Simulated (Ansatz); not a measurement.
Consider the formal loss of a carbene: `S[CH2][GeH3]` → `[CH2]` (triplet) + `[SH][GeH3]`.

Gas-phase electronic energies from Ansatz, PBE0-D4/def2-TZVP geometries. CCSD(T)/CBS is the MP2 limit (def2-TZVPP, def2-QZVPP) plus CCSD(T) − MP2 in def2-TZVPP, frozen cores. This one scheme is used for every species. Functionals use def2-TZVPP. B3LYP here is the variant with VWN-RPA as its local correlation; programs differ in this. HSE06 is defined as in plane-wave codes. Triplets are unrestricted, without spin–orbit coupling. For Ge outer-core shells are correlated without core-valence functions, which leaves a few kJ/mol of doubt a bond. Scalar relativity is left out up to krypton. Each species was taken in one conformer, which may not be the lowest.

`S[CH2][GeH3]`:

```xyz
9

S    -1.177   -0.054    1.719
C     0.099   -0.704    0.615
Ge    0.223    0.298   -1.068
H    -0.771    1.227    1.718
H    -0.205   -1.729    0.392
H     1.064   -0.750    1.120
H     1.380   -0.239   -1.933
H     0.488    1.776   -0.731
H    -1.102    0.176   -1.833
```

`[CH2]` (triplet):

Cartesian coordinates in Å:
```
C -0.079 0.205 0.167
H -0.067 0.498 -0.872
H 0.146 -0.703 0.705
```

`[SH][GeH3]`:

Cartesian coordinates in Å:
```
S 0.060 -1.639 0.525
Ge -0.288 0.459 -0.128
H 1.396 -1.567 0.408
H 0.242 0.671 -1.554
H 0.399 1.441 0.834
H -1.809 0.636 -0.085
```

```csv
level,ΔE (kJ/mol)
B3LYP-D4,353.0
HSE06-D4,357.6
```

**Question.** What does CCSD(T)/CBS give? (Estimate.)

**Answer.** Computed: +365.5 kJ/mol. The listed levels differ from it by -12.5, -7.9 kJ/mol.

**Question.** What do rigid-rotor, harmonic-oscillator terms from PBE0-D4/def2-TZVP frequencies (298.15 K, 1 bar) make of the CCSD(T)/CBS value? (Estimate.)

**Answer.** The calculation gave: ΔZPE = -26.6 kJ/mol, ΔH = +345.4 kJ/mol, ΔS = 162 J/(mol·K), ΔG = +297.2 kJ/mol. Open shells count their whole term as degenerate.

Largest T1 diagnostic among the species: 0.011.

At CCSD(T), def2-SVP lies −26.6 kJ/mol from the extrapolated value and def2-TZVPP −13.3 kJ/mol. Leaving LDA and LC-ωPBE aside and taking each functional with its dispersion term where it has one, the values, not all of them listed here, spread over 40.7 kJ/mol, from r2SCAN0-D4 to ωB97X-V. LDA lies +74.6 kJ/mol from PBE without D4.
